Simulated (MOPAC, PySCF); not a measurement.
C$_{8}$H$_{8}$B$_{2}$S, SMILES `Bc1cc(B)c2ccsc2c1`, neutral singlet in the gas phase. 

Cartesian coordinates (Å):
```xyz
19

B      3.3054    -0.4939    -0.3769
C      1.7859    -0.3465    -0.1994
C      1.1608     0.9244    -0.1910
C     -0.2158     1.1171    -0.0334
B     -0.7879     2.5440    -0.0403
C     -1.0184    -0.0531     0.1272
C     -2.4329    -0.1629     0.3059
C     -2.8471    -1.4571     0.4256
S     -1.5664    -2.6069     0.3305
C     -0.4030    -1.3318     0.1204
C      0.9705    -1.4807    -0.0393
H      3.8125    -1.5930    -0.3802
H      4.0022     0.4851    -0.5141
H      1.7935     1.8078    -0.3154
H     -0.0352     3.4797    -0.1820
H     -1.9699     2.7616     0.0917
H     -3.1089     0.6903     0.3430
H     -3.8692    -1.8082     0.5692
H      1.4239    -2.4757    -0.0417
```
Charge 0, spin multiplicity 1.

All levels are single points at this geometry (PBE0-D4/def2-SVP); Pople sets use spherical d functions. Orbital energies aren't observables, and empty levels follow the basis.

```tsv
level	HOMO (eV)	LUMO (eV)	gap (eV)	dipole (D)	vertical IE, Delta-SCF (eV)
B3LYP-D3(BJ)/def2-TZVP in PySCF	-6.68	-2.64	4.05	2.35	8.42
PBE0-D4/def2-TZVP in PySCF	-6.89	-2.50	4.39	2.29	8.49
B3LYP/6-311+G** in PySCF	-6.72	-2.66	4.06	2.27	–
BP86/6-31G* in PySCF	-5.93	-3.11	2.82	2.54	–
M06-2X/6-31G* in PySCF	-7.64	-1.44	6.20	1.90	–
SVWN5/6-31G* in PySCF	-6.02	-3.26	2.76	2.62	8.45
HF/3-21G in PySCF	-8.65	1.01	9.66	1.51	–
HF/6-31G* in PySCF	-8.41	1.22	9.63	1.64	–
PM7 in MOPAC	-8.64	-1.41	7.23	0.57	–
```
